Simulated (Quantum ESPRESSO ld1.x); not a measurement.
Question: Coherent X-ray form factor from a spherical all-electron density. Calculated with ld1.x of Quantum ESPRESSO 7.5: scalar-relativistic Kohn-Sham, LDA (Slater exchange, Perdew-Zunger correlation), spin-polarised, spherical densities, point nucleus.

| sin(theta)/lambda (1/angstrom) | f0 (electrons) |
|---|---|
| 0.05 | 38.889 |
| 0.1 | 38.558 |
| 0.15 | 38.019 |
| 0.2 | 37.287 |
| 0.25 | 36.386 |
| 0.3 | 35.342 |
| 0.4 | 32.940 |
| 0.5 | 30.318 |
| 0.6 | 27.691 |
| 0.8 | 23.009 |
| 1 | 19.450 |
| 1.25 | 16.298 |
| 1.5 | 13.898 |
| 2 | 9.988 |

The species is in the configuration that NIST lists as its ground one. Which atom or ion scatters so?

Answer: The praseodymium ion Pr20+, [Kr] 4d3. Extrapolating in s^2 from the first two rows gives f0(0) = 39.0, near the electron count 39; among species with that count, the fall with angle is slower the higher Z, and the table is that of Z = 59; from so few rows the species is fixed only to a neighbour or two.
